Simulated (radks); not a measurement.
Species: the tantalum ion Ta4+. Configuration: [Kr] 4d10 4f14 5p6 5d3 (not the ground configuration). All-electron calculation, Dirac Kohn-Sham, SOGGA, spin-unpolarised, spherical densities, finite nucleus; open shells fill j = l - 1/2 first; Fermi nuclear charge, rms radius 5.3507 fm. Program: a radial shooting solver on a logarithmic mesh with Libxc functionals.

X-ray form factor f0, the Fourier transform of the density (f0(0) = 69):

sin(theta)/lambda (1/angstrom),f0 (electrons)
0.05,68.410
0.1,66.731
0.15,64.209
0.2,61.152
0.25,57.854
0.3,54.536
0.4,48.328
0.5,42.942
0.6,38.310
0.8,30.748
1,25.047
1.25,20.205
1.5,17.225
2,13.677
